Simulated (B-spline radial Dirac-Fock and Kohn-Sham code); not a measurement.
## W¹³⁺: eigenvalues, ΔSCF and the reference

System: tungsten as W¹³⁺, configuration [Kr] 4d10 4f13 5s2.

The density-functional columns are spherical, spin-unpolarised Dirac-Kohn-Sham results without Breit or QED terms: −ε is minus the orbital energy of the initial state and ΔSCF the difference of two total energies. The reference in the last column comes from multi-electron Dirac-Fock with separately optimised hole states, Breit and Lamb-shift corrections added in first order. All numbers are from a radial B-spline solver, in eV; a selection of levels is shown. The Kohn-Sham columns are given as differences from the reference. For the 1s level of heavy atoms much of the gap between ΔSCF and the reference is the Breit and QED part, -349.1 eV here; for other levels the error of the functional can be larger.

```
level  LDA −ε − DF  LDA ΔSCF − DF  Dirac-Fock
    K       -225.1         +337.3     69797.8
   L1       -167.3          -58.3     12379.9
   L2       -119.5          +18.8     11816.7
   L3       -133.3          -13.5     10478.8
   M1        -90.3          -53.8      3094.9
   M2        -72.3          -33.6      2846.2
   M3        -71.7          -35.9      2553.1
   M4        -50.5           -8.8      2140.7
   M5        -51.7          -11.1      2078.2
   N1        -49.6          -29.8       864.5
   N2        -41.2          -21.6       760.1
   N3        -41.3          -22.3       691.5
   N4        -29.4          -10.8       521.0
   N5        -29.5          -11.1       508.3
 N6,7        -14.4           +3.0       290.7
   O1         -3.4           +8.1       305.1
```

Values without a named source are computed, but for edge energies of neutral atoms, which are taken from tables.
